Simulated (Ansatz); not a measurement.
`C[SiH](F)N[SiH2]F` + H–F → `C[SiH](F)F` + `N[SiH2]F` at 600 K and 1 bar (ligand exchange at the Si–N bond).

Computed with Ansatz on PBE0-D4/def2-TZVP structures; ΔE is electronic, products minus reactants. CCSD(T)/CBS is the MP2 limit (def2-TZVPP, def2-QZVPP) plus CCSD(T) − MP2 in def2-TZVPP, frozen cores. This one scheme is used for every species. Each species was taken in one conformer, which may not be the lowest.

| species | CCSD(T)/CBS energy (Eh) | H − E (kJ/mol) | S (J/(mol·K)) |
| --- | --- | --- | --- |
| `C[SiH](F)N[SiH2]F` | -874.92850 | 304.6 | 515.1 |
| H–F | -100.39570 | 42.3 | 194.0 |
| `C[SiH](F)F` | -529.27654 | 182.8 | 377.1 |
| `N[SiH2]F` | -446.07709 | 163.0 | 343.3 |

H − E and S are ideal-gas, rigid-rotor, harmonic terms from PBE0-D4/def2-TZVP, for one conformer and one mirror image of each species. 1 Eh = 2625.50 kJ/mol, R = 8.31446 J/(mol·K).

Task: By hand: ΔE, ΔH, ΔS and ΔG.

Result: ΔE = (-529.27654) + (-446.07709) − (-874.92850) − (-100.39570) = -0.02943 Eh = -77.3 kJ/mol. Δ(H − E) = 182.8 + 163.0 − 304.6 − 42.3 = -1.1, so ΔH = -78.4 kJ/mol. ΔS = 377.1 + 343.3 − 515.1 − 194.0 = 11.3 J/(mol·K). ΔG = -78.4 − 600 × (11.3)/1000 = -85.2 kJ/mol.

Task: By hand: the equilibrium constant, and the temperature at which ΔG would vanish if ΔH and ΔS stayed fixed.

Result: log₁₀ K = −ΔG/(RT ln 10) = 7.4. ΔH and −TΔS have one sign here, so there is no such temperature.

The number of gas molecules stays the same, so ΔS is small and ΔH decides. A doubt of 5 kJ/mol in ΔE shifts log₁₀ K by 0.4 here. Other conformers and mirror images would add mixing entropy, several J/(mol·K) or more a flexible species. Modes under 60 cm⁻¹, often nearly free rotors, make the harmonic entropy too high. These are equilibria of isolated gas molecules and say nothing of rates. Largest T1 diagnostic: 0.011 (customary marks: 0.02 for closed shells, 0.045 for open ones).

ΔS is within the doubt of such terms, so its sign, and with it that verdict, could turn.
